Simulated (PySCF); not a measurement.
## Relaxation of quartet H₂TcS

Computed with UPBE0 in PySCF with Tc def2-TZVP with ECP28, S def2-TZVP, H def2-TZVP; scalar-relativistic core potentials, no spin–orbit coupling; density-fitted integrals. A (50,194) grid was used.

A hand-made trigonal pyramidal start, of Cs symmetry, held to at least that symmetry:

Coordinates in bohr (charge 0 multiplicity 4):
```
Tc    0.4194    0.7264   -0.4783
S    -1.3660   -2.3659    1.4203
H     3.0890    0.7264    0.9413
H    -0.9155    3.0384    0.9412
```

Optimiser trace:
```csv
step,E − E(last) (kJ/mol),largest gradient (Eh/bohr)
0,9.65,0.03600
1,1.02,0.00599
2,0.41,0.00227
3,0.12,0.00115
4,0.09,0.00113
5,0.07,0.00052
6,0.06,0.00031
7,0.04,0.00056
8,0.02,0.00090
9,0.00,0.00060
10,0.00,0.00011
```

It ends at Cs with Tc–H 1.637 Å (×2), Tc–S 2.063 Å; H–Tc–H 104.2°, H–Tc–S 104.0° (×2). A frequency run shows a minimum. Other isomers or separated fragments may lie lower.

Final geometry:
```xyz
4
charge 0 multiplicity 4, angstrom
Tc    0.2175    0.3767   -0.2269
S    -0.7104   -1.2304    0.6740
H     1.7156    0.3888    0.4321
H    -0.5211    1.6801    0.4321
```

Other spin states or occupations of the open shell can lie lower.

The relaxation took 22 s on 2 threads of a shared Arm Neoverse V1 host, with 89 basis functions and 11 gradients; the process peaked at 0.59 GiB. Launch command: `OMP_NUM_THREADS=2 python axn.py task.json out`.
